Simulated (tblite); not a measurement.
Compound: C4H10BrNSi.
Numbering: `[CH3:1][CH2:2][CH2:3]/[CH:4]=[N:5]\[SiH2:6][Br:7]` (hydrogens: H8, H9, H10 on C1; H11, H12 on C2; H13, H14 on C3; H15 on C4; H16, H17 on Si6)

Computed with GFN2-xTB (tblite), gas phase: L-BFGS steps from a force-field or distance-geometry start until the largest atomic force falls under 0.01 eV/Å.

Step 0: E = -610.8502 eV
```
atom  x, y, z in Å  |  force x, y, z in eV/Å
C1     -1.8625    0.7133   -0.0405   -0.414   0.417   0.203
C2     -1.5585   -0.7623   -0.1740    0.001  -0.451   0.436
C3     -0.0491   -1.0410   -0.3158   -0.046   0.181   0.276
C4      0.6661   -0.7963    0.9795    1.244   0.805   1.081
N5      1.6160    0.0253    1.2855   -1.620  -1.341  -1.199
Si6     2.3207    1.1260    0.1499   -0.269   0.853   0.657
Br7     3.6502   -0.0049   -1.2078    0.055   0.033  -0.090
H8     -2.9473    0.8699    0.0307    0.276  -0.057  -0.022
H9     -1.4130    1.1439    0.8595    0.021  -0.129  -0.171
H10    -1.5106    1.2689   -0.9061    0.065  -0.003  -0.014
H11    -2.0805   -1.1665   -1.0429    0.063   0.018  -0.057
H12    -1.9518   -1.2968    0.7144    0.222   0.194  -0.346
H13     0.0766   -2.0961   -0.5519    0.074  -0.174  -0.009
H14     0.3541   -0.4601   -1.1517    0.025   0.008   0.226
H15     0.3256   -1.4396    1.8231    0.112   0.384  -0.531
H16     3.1079    2.1445    0.9024   -0.264  -0.647  -0.350
H17     1.2491    1.7837   -0.6246    0.455  -0.090  -0.089
```

**Question.** Estimate the geometry and energy of step 1. (The exact step hangs on the optimiser's Hessian estimate; all steps are aligned on step 0, rigid shifts and turns removed.)

**Answer.** E = -610.9163 eV, largest force 2.007 eV/Å
```
atom  x, y, z in Å  |  force x, y, z in eV/Å
C1     -1.8684    0.7193   -0.0376   -0.039   0.001   0.014
C2     -1.5585   -0.7687   -0.1678    0.071   0.065   0.039
C3     -0.0498   -1.0384   -0.3119    0.018  -0.039   0.394
C4      0.6839   -0.7848    0.9949   -1.475  -1.317  -0.346
N5      1.5929    0.0061    1.2684    1.166   1.141  -0.368
Si6     2.3169    1.1382    0.1593   -0.312   0.258   0.426
Br7     3.6510   -0.0044   -1.2091   -0.063   0.143   0.055
H8     -2.9434    0.8691    0.0304   -0.021   0.007   0.008
H9     -1.4127    1.1421    0.8571    0.044  -0.045  -0.047
H10    -1.5097    1.2689   -0.9063    0.029  -0.028   0.028
H11    -2.0796   -1.1662   -1.0437    0.093   0.024   0.023
H12    -1.9486   -1.2940    0.7095    0.087   0.002  -0.036
H13     0.0777   -2.0985   -0.5520    0.083   0.011   0.064
H14     0.3545   -0.4600   -1.1485    0.017   0.027   0.231
H15     0.3272   -1.4341    1.8155    0.059   0.196  -0.223
H16     3.1041    2.1352    0.8974   -0.113  -0.435  -0.137
H17     1.2556    1.7824   -0.6259    0.356  -0.010  -0.123
```

The energy changes by -0.0660 eV. The first-order estimate −F·Δx gives -0.1866 eV and the mean of the old and new forces, exact on a quadratic surface, -0.0596 eV. The step makes an angle of 0° with the force vector and moves no atom by more than 0.035 Å.

The cost below is that of the whole relaxation. Hardware: an Arm Neoverse N1 with one thread, shared host with 64 logical CPUs at a one-minute load of 56. Cost: 1.3 s.
